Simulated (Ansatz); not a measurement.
B$_{2}$H$_{8}$N$_{2}$Si, relaxed with RKS PBE0-D4/def2-TZVP in the Gaussian-basis code of Ansatz from a PBE-D4/def2-SVP geometry. The force threshold is 0.005 eV/Å; the program also tests the step.

Charge 0, multiplicity 1. The bonds changed during the relaxation, so this is another structure than the one it started from.

Start:

```xyz
13

B     0.579    1.447    0.512
B     0.711    1.027   -1.083
Si   -0.779   -0.008    0.221
N    -0.771   -1.329    1.338
N     0.573   -0.487   -1.244
H     0.361    2.561    0.949
H     1.118    0.638    1.295
H     0.434    1.646   -2.098
H    -2.041   -0.191   -0.584
H    -1.491   -2.053    1.339
H    -0.273   -1.253    2.226
H     0.349   -0.914   -2.151
H     1.228   -1.084   -0.720
```

(1) By how much does the energy fall, and how many steps does the optimiser take? (Estimate.)

(2) Which bonds change most? (Best estimate.)

(3) Give the relaxed structure. (Best estimate.)

Answers

(1) Ansatz gave: 8.77 kJ/mol, in 10 steps.

(2) Computed: Si3–N5 from 2.051 to 1.924 Å; B1–B2 from 1.654 to 1.620 Å; B2–N5 from 1.529 to 1.557 Å; Si3–N4 from 1.730 to 1.703 Å.

(3) Ansatz gave: 
```xyz
13

B     0.556    1.442    0.485
B     0.694    1.066   -1.085
Si   -0.719   -0.069    0.181
N    -0.797   -1.289    1.367
N     0.558   -0.481   -1.198
H     0.365    2.494    1.017
H     1.046    0.554    1.197
H     0.472    1.646   -2.109
H    -1.976   -0.244   -0.602
H    -1.520   -1.986    1.387
H    -0.273   -1.226    2.223
H     0.278   -0.897   -2.077
H     1.318   -1.011   -0.787
```
